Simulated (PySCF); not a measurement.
A structure optimised at PBE-D3(BJ)/def2-SVP, used in a PySCF frequency run:

```xyz
8

C     -0.1640    -3.7805     0.0000
C     -0.4013    -2.5770     0.0000
C     -0.7129    -1.1958     0.0000
C      0.2324    -0.2219     0.0000
F      1.5328    -0.4808     0.0000
Br    -0.1658     1.6199     0.0000
H      0.0520    -4.8395     0.0000
H     -1.7677    -0.8793     0.0000
```
Charge 0, spin multiplicity 1.

Q: Write its SMILES, formula and point group.

A: C#C/C=C(\F)Br, C4H2BrF, Cs

Q: What are its rotational constants (standard atomic weights)?

A: 8.5765, 1.0013, 0.89666 GHz
